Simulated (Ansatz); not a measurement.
Reaction (ligand exchange at a B–Br bond): `NBBr` + HCl → `NBCl` + HBr

Calculated with Ansatz (gas phase, PBE0-D4/def2-TZVP geometries, no zero-point term in ΔE). CBS: MP2 limit from def2 TZ/QZ plus the TZ coupled-cluster correction, frozen cores. This one scheme is used for every species. For Br outer-core shells are correlated without core-valence functions, which leaves a few kJ/mol of doubt a bond. Scalar relativity is left out up to krypton. Each species was taken in one conformer, which may not be the lowest.

| species | CCSD/CBS(def2) energy (Eh) |
| --- | --- |
| `NBBr` | -2654.68075 |
| HCl | -460.37334 |
| `NBCl` | -541.14578 |
| HBr | -2573.91032 |

Task: Work out ΔE.

Result: ΔE = (-541.14578) + (-2573.91032) − (-2654.68075) − (-460.37334) = -0.00201 Eh = -0.05 eV. CCSD(T)/CBS gives -0.05 eV.

Task: What do rigid-rotor, harmonic-oscillator terms from PBE0-D4/def2-TZVP frequencies (298.15 K, 1 bar) make of the CCSD(T)/CBS value? (Best estimate.)

Result: Ansatz gave: ΔZPE = -0.01 eV, ΔH = -0.06 eV, ΔS = 0 J/(mol·K), ΔG = -0.06 eV.

Largest T1 diagnostic among the species: 0.011.

In def2-TZVPP, CCSD(T) changes the Hartree–Fock value by +0.04 eV (the triples alone add +0.00 eV) and MP2 by +0.05 eV. At CCSD(T), def2-SVP lies −0.11 eV from the extrapolated value and def2-TZVPP −0.01 eV. Leaving LDA and LC-ωPBE aside and taking each functional with its dispersion term where it has one, the values, not all of them listed here, spread over 0.05 eV, from B97M-V to PBE-QIDH.
